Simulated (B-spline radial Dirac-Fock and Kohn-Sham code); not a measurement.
**Pm³⁺ 4f5/2: cross section and angular parameters**

System: Pm³⁺ in the configuration [Xe] 4f4; threshold 40.82 eV (orbital energy of the model). Level of theory: Dirac-Hartree-Slater photoionisation with a Latter tail; cross sections with all multipoles, angular parameters from the dipole term and its interference with E2; an atomic code on a B-spline grid.

Input file task.json (cfg lists n, l and occupation; rrms is the nuclear radius in fm):

```json
{"items": [{
  "Z": 61,
  "q": 3,
  "cfg": [[1, 0, 2], [2, 0, 2], [2, 1, 6], [3, 0, 2], [3, 1, 6], [3, 2, 10], [4, 0, 2], [4, 1, 6], [4, 2, 10], [4, 3, 4], [5, 0, 2], [5, 1, 6]],
  "A": 145,
  "rrms": 4.962,
  "do": "xps",
  "hv": [133.0, 142.0, 150, 200, 211.0, 218.0, 260.0, 300, 342.0, 380.0, 600, 629.0, 711.0, 1180.0, 1253.6, 1340.0, 1420.0, 1440.0, 1460.0, 2170.0, 2310.0, 3020.0, 3400.0, 7450.0, 9251.7, 9750.0, 12000, 13400.0, 15000]
}]}
```

Command: `python xray2_run.py task.json out`

```csv
hν (eV),σ (kb),β,γ,δ
133,1290,0.414,0.005,0.016
142,1210,0.430,0.006,0.017
150,1150,0.446,0.007,0.018
200,792,0.554,0.011,0.022
211,726,0.578,0.013,0.023
218,687,0.592,0.013,0.024
260,496,0.674,0.019,0.027
300,370,0.741,0.027,0.031
342,276,0.803,0.036,0.034
380,214,0.850,0.046,0.037
600,61.9,1.014,0.123,0.055
629,?,?,?,?
711,37.2,1.051,0.170,0.063
1180,7.15,1.078,0.361,0.093
1253.6,5.81,1.073,0.388,0.098
1340,4.61,1.066,0.419,0.103
1420,3.76,1.058,0.447,0.108
1440,3.58,1.056,0.453,0.109
1460,3.41,1.054,0.460,0.110
2170,0.797,0.967,0.659,0.152
2310,0.628,0.950,0.691,0.160
3020,0.222,0.873,0.833,0.202
3400,0.138,0.837,0.897,0.223
7450,0.00497,0.601,1.300,0.433
9251.7,0.00188,0.540,1.390,0.515
9750,0.00148,0.526,1.409,0.537
12000,0.000571,0.473,1.473,0.630
13400,0.000342,0.447,1.500,0.685
15000,0.000202,0.423,1.527,0.745
```

Q: Give the values at 629 eV.

A: σ = 53.8 kb, β = 1.026, γ = 0.135, δ = 0.057.

Values without a named source are computed, but for edge energies of neutral atoms, which are taken from tables.
